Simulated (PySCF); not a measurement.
PySCF job for GeO, SMILES [O]=[Ge] (connectivity only; charge and spin as stated), charge +1, multiplicity 2, TDA-LC-ωPBE/def2-TZVPD. Geometry optimised at PBE0-D3(BJ)/def2-TZVPD. The spin state was assumed, not searched.

```python
import numpy as np
from pyscf import gto, scf, dft, tdscf

mol = gto.M(
    atom='''
    Ge    0.00000000    0.00000000   -0.35456481
    O     0.00000000    0.00000000    1.41825926
    ''',
    basis='def2-TZVPD',
    charge=1,
    spin=1,
    max_memory=1600,
    verbose=4,
)
mf = dft.UKS(mol, xc='lc_wpbe').density_fit(auxbasis='def2-universal-jkfit')
mf.grids.level = 3
mf.conv_tol = 1e-9
mf.max_cycle = 100
mf.kernel()
fine, coarse = mf.grids, dft.Grids(mol).set(level=1).build(with_non0tab=True)
for _ in range(3):  # follow internal instabilities
    mf.grids = coarse
    mo, _, stable, _ = mf.stability(return_status=True, nroots=4)
    mf.grids = fine
    if stable:
        break
    mf.kernel(mf.make_rdm1(mo, mf.mo_occ))
mf.grids = dft.Grids(mol).set(level=1).build(with_non0tab=True)  # coarser grid for the response kernel
td = tdscf.TDA(mf)
td.nstates = 10
td.conv_tol = 1e-4
td.kernel(x0=td.get_init_guess(mf, 15))
td.analyze()
```

It prints:

```
PySCF version 2.14.0

[INPUT] verbose = 4
[INPUT] num. atoms = 2
[INPUT] num. electrons = 39
[INPUT] charge = 1
[INPUT] spin (= nelec alpha-beta = 2S) = 1
[INPUT] symmetry False subgroup None
[INPUT] Mole.unit = angstrom
[INPUT] Symbol           X                Y                Z      unit          X                Y                Z       unit  Magmom
[INPUT]  1 Ge     0.000000000000   0.000000000000  -0.354564810000 AA    0.000000000000   0.000000000000  -0.670030384308 Bohr   0.0
[INPUT]  2 O      0.000000000000   0.000000000000   1.418259260000 AA    0.000000000000   0.000000000000   2.680121575028 Bohr   0.0

nuclear repulsion = 76.4144442124593
number of shells = 32
number of NR pGTOs = 161
number of NR cGTOs = 94
basis = def2-TZVPD
ecp = {}


[settings echo left out]
init E= -2150.96917961071
  alpha nocc = 20  HOMO = -0.365141713620616  LUMO = -0.0660985115157586
  beta  nocc = 19  HOMO = -0.459656609238428  LUMO = -0.365141713620616

WARN: HOMO -0.365141713620616 >= LUMO -0.365141713620616

cycle= 1 E= -2151.2153842958  delta_E= -0.246  |g|= 0.85  |ddm|= 1.03
  alpha nocc = 20  HOMO = -0.525901858981331  LUMO = -0.288876166189702
  beta  nocc = 19  HOMO = -0.505752800370369  LUMO = -0.385254390423121
  HOMO = -0.50575280037  LUMO = -0.385254390423  gap/eV = 3.27893
cycle= 2 E= -2149.56460157908  delta_E= 1.65  |g|= 2.13  |ddm|=  1.6
  alpha nocc = 20  HOMO = -0.734155057820668  LUMO = -0.302399172783227
  beta  nocc = 19  HOMO = -0.72878944152341  LUMO = -0.475882389479963
  HOMO = -0.728789441523  LUMO = -0.47588238948  gap/eV = 6.88195
cycle= 3 E= -2151.47915070087  delta_E= -1.91  |g|= 0.259  |ddm|= 1.15
  alpha nocc = 20  HOMO = -0.681615870080567  LUMO = -0.277747300682278
  beta  nocc = 19  HOMO = -0.672798886032164  LUMO = -0.416960943839271
  HOMO = -0.672798886032  LUMO = -0.416960943839  gap/eV = 6.96171
cycle= 4 E= -2151.49671335272  delta_E= -0.0176  |g|= 0.131  |ddm|= 0.201
  alpha nocc = 20  HOMO = -0.712993259510175  LUMO = -0.272031063358049
  beta  nocc = 19  HOMO = -0.701499610224843  LUMO = -0.410698176072316
  HOMO = -0.701499610225  LUMO = -0.410698176072  gap/eV = 7.91311
cycle= 5 E= -2151.50434961795  delta_E= -0.00764  |g|= 0.0361  |ddm|= 0.0769
  alpha nocc = 20  HOMO = -0.723001712407687  LUMO = -0.270430468949473
  beta  nocc = 19  HOMO = -0.709200501985142  LUMO = -0.401105288608491
  HOMO = -0.709200501985  LUMO = -0.401105288608  gap/eV = 8.38370
cycle= 6 E= -2151.50662444576  delta_E= -0.00227  |g|= 0.0157  |ddm|= 0.0675
  alpha nocc = 20  HOMO = -0.725507306679134  LUMO = -0.270829124807614
  beta  nocc = 19  HOMO = -0.708704992521635  LUMO = -0.394368967688237
  HOMO = -0.708704992522  LUMO = -0.394368967688  gap/eV = 8.55352
cycle= 7 E= -2151.50757701084  delta_E= -0.000953  |g|= 0.00816  |ddm|= 0.0542
  alpha nocc = 20  HOMO = -0.727272676850522  LUMO = -0.27247894687764
  beta  nocc = 19  HOMO = -0.707514149838245  LUMO = -0.392406361150023
  HOMO = -0.707514149838  LUMO = -0.39240636115  gap/eV = 8.57452
cycle= 8 E= -2151.50789349263  delta_E= -0.000316  |g|= 0.00347  |ddm|= 0.0381
  alpha nocc = 20  HOMO = -0.729391398438496  LUMO = -0.272493362100076
  beta  nocc = 19  HOMO = -0.707529217435469  LUMO = -0.391929170746096
  HOMO = -0.707529217435  LUMO = -0.391929170746  gap/eV = 8.58791
cycle= 9 E= -2151.50794224035  delta_E= -4.87e-05  |g|= 0.00119  |ddm|= 0.0181
  alpha nocc = 20  HOMO = -0.729812760274473  LUMO = -0.272386463193539
  beta  nocc = 19  HOMO = -0.70746333666894  LUMO = -0.392125484864565
  HOMO = -0.707463336669  LUMO = -0.392125484865  gap/eV = 8.58078
cycle= 10 E= -2151.50794564159  delta_E= -3.4e-06  |g|= 0.000464  |ddm|= 0.00283
  alpha nocc = 20  HOMO = -0.729985636868695  LUMO = -0.272402260711887
  beta  nocc = 19  HOMO = -0.707303020850118  LUMO = -0.392010700396618
  HOMO = -0.70730302085  LUMO = -0.392010700397  gap/eV = 8.57954
cycle= 11 E= -2151.50794567547  delta_E= -3.39e-08  |g|= 0.000253  |ddm|= 0.00146
  alpha nocc = 20  HOMO = -0.730106507226807  LUMO = -0.272424489847342
  beta  nocc = 19  HOMO = -0.707199445042559  LUMO = -0.392058159994797
  HOMO = -0.707199445043  LUMO = -0.392058159995  gap/eV = 8.57543
cycle= 12 E= -2151.50794603992  delta_E= -3.64e-07  |g|= 7.03e-05  |ddm|= 0.00126
  alpha nocc = 20  HOMO = -0.730144379111891  LUMO = -0.272436756568037
  beta  nocc = 19  HOMO = -0.70718869035195  LUMO = -0.392060699961448
  HOMO = -0.707188690352  LUMO = -0.392060699961  gap/eV = 8.57507
cycle= 13 E= -2151.50794604067  delta_E= -7.42e-10  |g|= 3.74e-05  |ddm|= 0.000269
  alpha nocc = 20  HOMO = -0.730147649866584  LUMO = -0.272438958303109
  beta  nocc = 19  HOMO = -0.707181991946722  LUMO = -0.392059749741421
  HOMO = -0.707181991947  LUMO = -0.392059749741  gap/eV = 8.57491
cycle= 14 E= -2151.50794604258  delta_E= -1.91e-09  |g|= 1.17e-05  |ddm|= 7.3e-05
  alpha nocc = 20  HOMO = -0.730146927126548  LUMO = -0.272439884109531
  beta  nocc = 19  HOMO = -0.707177452790514  LUMO = -0.392057089681479
[...]
  beta  nocc = 19  HOMO = -0.725422460973064  LUMO = -0.336978800432654
  HOMO = -0.712074957639  LUMO = -0.336978800433  gap/eV = 10.20689
cycle= 10 E= -2151.52802154662  delta_E= -0.000799  |g|= 0.0195  |ddm|= 0.149
  alpha nocc = 20  HOMO = -0.714258500807127  LUMO = -0.268162459961268
  beta  nocc = 19  HOMO = -0.719112029247468  LUMO = -0.349907582420322
  HOMO = -0.714258500807  LUMO = -0.34990758242  gap/eV = 9.91449
cycle= 11 E= -2151.52812606717  delta_E= -0.000105  |g|= 0.0109  |ddm|= 0.0189
  alpha nocc = 20  HOMO = -0.714911591330677  LUMO = -0.268213994521129
  beta  nocc = 19  HOMO = -0.713696427870276  LUMO = -0.35519831040282
  HOMO = -0.71369642787  LUMO = -0.355198310403  gap/eV = 9.75523
cycle= 12 E= -2151.52822981117  delta_E= -0.000104  |g|= 0.00682  |ddm|= 0.0382
  alpha nocc = 20  HOMO = -0.716245150595706  LUMO = -0.268348955342518
  beta  nocc = 19  HOMO = -0.705708321227011  LUMO = -0.363572244849301
  HOMO = -0.705708321227  LUMO = -0.363572244849  gap/eV = 9.31000
cycle= 13 E= -2151.52825602971  delta_E= -2.62e-05  |g|= 0.0016  |ddm|= 0.00827
  alpha nocc = 20  HOMO = -0.716589542284557  LUMO = -0.268396210247682
  beta  nocc = 19  HOMO = -0.703445258250804  LUMO = -0.36586842221611
  HOMO = -0.703445258251  LUMO = -0.365868422216  gap/eV = 9.18593
cycle= 14 E= -2151.52825815928  delta_E= -2.13e-06  |g|= 0.000164  |ddm|= 0.00311
  alpha nocc = 20  HOMO = -0.716626877247765  LUMO = -0.268400610447632
  beta  nocc = 19  HOMO = -0.70323943304003  LUMO = -0.36608641265925
  HOMO = -0.70323943304  LUMO = -0.366086412659  gap/eV = 9.17440
cycle= 15 E= -2151.52825831269  delta_E= -1.53e-07  |g|= 0.000107  |ddm|= 0.00102
  alpha nocc = 20  HOMO = -0.716594365413199  LUMO = -0.268397761867603
  beta  nocc = 19  HOMO = -0.703391601974499  LUMO = -0.365914785825133
  HOMO = -0.703391601974  LUMO = -0.365914785825  gap/eV = 9.18321
cycle= 16 E= -2151.52825831632  delta_E= -3.63e-09  |g|= 6.13e-05  |ddm|= 0.000664
  alpha nocc = 20  HOMO = -0.716616515886888  LUMO = -0.268400868947959
  beta  nocc = 19  HOMO = -0.703272398467439  LUMO = -0.366049066713842
  HOMO = -0.703272398467  LUMO = -0.366049066714  gap/eV = 9.17631
cycle= 17 E= -2151.52825832561  delta_E= -9.29e-09  |g|= 5.11e-05  |ddm|= 0.000307
  alpha nocc = 20  HOMO = -0.716602839224172  LUMO = -0.268399584801138
  beta  nocc = 19  HOMO = -0.703338040938706  LUMO = -0.365974388579723
  HOMO = -0.703338040939  LUMO = -0.36597438858  gap/eV = 9.18013
cycle= 18 E= -2151.52825832042  delta_E= 5.19e-09  |g|= 1.65e-05  |ddm|= 0.000299
  alpha nocc = 20  HOMO = -0.716605554371078  LUMO = -0.268400117826027
  beta  nocc = 19  HOMO = -0.70333490416349  LUMO = -0.365982774304896
  HOMO = -0.703334904163  LUMO = -0.365982774305  gap/eV = 9.17982
cycle= 19 E= -2151.52825832216  delta_E= -1.74e-09  |g|= 5.32e-06  |ddm|= 0.00017
  alpha nocc = 20  HOMO = -0.716605123228976  LUMO = -0.268400062040874
  beta  nocc = 19  HOMO = -0.703336942040423  LUMO = -0.365979933923093
  HOMO = -0.70333694204  LUMO = -0.365979933923  gap/eV = 9.17995
cycle= 20 E= -2151.52825832226  delta_E= -1.07e-10  |g|= 2.38e-06  |ddm|= 2.69e-05
  alpha nocc = 20  HOMO = -0.71660491921904  LUMO = -0.268400013924643
  beta  nocc = 19  HOMO = -0.70333683989611  LUMO = -0.365979712934632
  HOMO = -0.703336839896  LUMO = -0.365979712935  gap/eV = 9.17996
Extra cycle  E= -2151.52825832227  delta_E= -1.05e-11  |g|= 1.84e-06  |ddm|= 4.13e-06
converged SCF energy = -2151.52825832227  <S^2> = 0.75431036  2S+1 = 2.0043057
uhf_internal: lowest eigs of H = [1.83063729e-05 3.92290458e-02 2.03019103e-01 2.23821684e-01]
<class 'pyscf.df.df_jk.DFUKS'> wavefunction is stable in the internal stability analysis
tot grids = 12600


******** <class 'pyscf.tdscf.uks.TDA'> for <class 'pyscf.df.df_jk.DFUKS'> ********
nstates = 10
deg_eia_thresh = 1.000e-03
wfnsym = None
conv_tol = 0.0001
eigh lindep = 1e-12
eigh level_shift = 0
eigh max_cycle = 100


Excitation energies (eV)
[0.38238008 0.86763033 4.01201931 4.21628761 5.34872096 5.82429878
 5.86236605 5.87191924 6.16042887 7.00305384]

** Excitation energies and oscillator strengths **
Excited State   1:      0.38238 eV   3242.43 nm  f=0.0000
      18b ->   20b      0.94472
      18b ->   22b     -0.31670
Excited State   2:      0.86763 eV   1429.00 nm  f=0.0011
      17b ->   20b      0.22212
      17b ->   22b     -0.14167
      19b ->   20b     -0.94053
      19b ->   22b      0.19639
Excited State   3:      4.01202 eV    309.03 nm  f=0.0002
      17a ->   21a     -0.12708
      20a ->   21a     -0.70777
      17b ->   20b      0.35099
      19b ->   20b      0.17541
      19b ->   22b      0.55910
Excited State   4:      4.21629 eV    294.06 nm  f=0.0002
      17a ->   22a      0.11614
      20a ->   22a      0.62509
      17b ->   21b     -0.11943
      19b ->   21b     -0.75312
Excited State   5:      5.34872 eV    231.80 nm  f=0.0022
      19a ->   22a      0.55231
      18b ->   21b     -0.81105
Excited State   6:      5.82430 eV    212.87 nm  f=0.0726
      20a ->   22a      0.75110
      17b ->   21b     -0.11862
      19b ->   21b      0.63512
Excited State   7:      5.86237 eV    211.49 nm  f=0.0835
      20a ->   21a     -0.67695
      17b ->   20b     -0.22142
      17b ->   22b      0.12607
      19b ->   20b     -0.21442
      19b ->   22b     -0.63668
Excited State   8:      5.87192 eV    211.15 nm  f=0.0000
      19a ->   21a      0.61163
      18b ->   20b     -0.27089
      18b ->   22b     -0.72517
Excited State   9:      6.16043 eV    201.26 nm  f=0.0000
      19a ->   21a      0.77950
      18b ->   20b      0.17416
      18b ->   22b      0.58676
Excited State  10:      7.00305 eV    177.04 nm  f=0.0111
      18a ->   21a      0.40051
      19a ->   22a     -0.74643
      20a ->   23a     -0.13836
      18b ->   21b     -0.45436
      19b ->   23b     -0.17899

** Transition electric dipole moments (AU) **
state          X           Y           Z        Dip. S.      Osc.
  1         0.0000     -0.0000      0.0000      0.0000      0.0000
  2        -0.2010     -0.1080     -0.0000      0.0521      0.0011
  3        -0.0441     -0.0237      0.0000      0.0025      0.0002
  4         0.0204     -0.0379      0.0000      0.0019      0.0002
  5         0.0000      0.0000      0.1308      0.0171      0.0022
  6        -0.3376      0.6284      0.0000      0.5088      0.0726
  7        -0.6718     -0.3609      0.0000      0.5815      0.0835
  8        -0.0000      0.0000      0.0000      0.0000      0.0000
  9        -0.0000      0.0000     -0.0000      0.0000      0.0000
 10        -0.0000     -0.0000      0.2544      0.0647      0.0111

** Transition velocity dipole moments (imaginary part, AU) **
state          X           Y           Z        Dip. S.      Osc.
  1         0.0000     -0.0000      0.0000      0.0000      0.0000
  2         0.0216      0.0116      0.0000      0.0006      0.0126
  3         0.0047      0.0025     -0.0000      0.0000      0.0001
  4         0.0009     -0.0016     -0.0000      0.0000      0.0000
  5         0.0000      0.0000     -0.0050      0.0000      0.0001
  6        -0.0246      0.0458      0.0000      0.0027      0.0084
  7        -0.0528     -0.0284      0.0000      0.0036      0.0111
  8        -0.0000      0.0000      0.0000      0.0000      0.0000
  9        -0.0000      0.0000     -0.0000      0.0000      0.0000
 10        -0.0000     -0.0000     -0.0270      0.0007      0.0019

** Transition magnetic dipole moments (imaginary part, AU) **
state          X           Y           Z
  1         0.0000      0.0000      1.0041
  2        -0.2168      0.4037      0.0000
  3        -0.0854      0.1591      0.0000
  4         0.1233      0.0662      0.0000
  5        -0.0000      0.0000      0.0000
  6        -1.1118     -0.5974     -0.0000
  7         0.6694     -1.2460      0.0000
  8        -0.0001     -0.0000      0.0471
  9        -0.0000     -0.0000      0.0086
 10         0.0000     -0.0000      0.0000
```

The run converged.

Cost: roughly 50 core-seconds.
